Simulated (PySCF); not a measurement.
Ligand exchange on a metal centre used in film growth or etching (Sc NH2-Br). Gas-phase values, no solvent. One relaxed conformer stands for each flexible species; it need not be the lowest.

The HOMO–LUMO gap from two functionals at the same geometries (BP86-D3(BJ)/def2-SVP), both in PySCF: PBE-D3(BJ)/def2-TZVP and TPSSh-D3(BJ)/def2-TZVP. 

```
species                                     PBE-D3(BJ)/def2-TZVP (eV)  TPSSh-D3(BJ)/def2-TZVP (eV)
------------------------------------------  -------------------------  ---------------------------
0 of 3 NH2 replaced by Br ([Sc(NH2)3])                           3.39                         4.51
1 of 3 NH2 replaced by Br ([Sc(NH2)2(Br)])                       3.44                         4.58
2 of 3 NH2 replaced by Br ([Sc(NH2)(Br)2])                       3.38                         4.51
3 of 3 NH2 replaced by Br ([Sc(Br)3])                            3.11                         4.20
```

Over these rows, drawn at random from the members with no instability flagged (it was tested for open shells, ions and some series alone), PBE minus TPSSh-D3(BJ): mean -1.12 eV, from -1.14 eV to -1.09 eV.
